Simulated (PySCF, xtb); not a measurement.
p-xylene (C8H10), SMILES Cc1ccc(C)cc1.

GFN2-xTB in xtb at its own geometry gives an orbital gap of 4.53 eV and a dipole moment of 0.11 D.

Geometry optimised at PBE0-D3(BJ)/def2-SVP.

Task: What does PySCF with PBE/def2-SVP give? (An estimate is asked for; the answer gives what the named calculation found.)

Result: gap 4.73 eV (levels -5.60 and -0.87 eV), dipole 0.12 D.
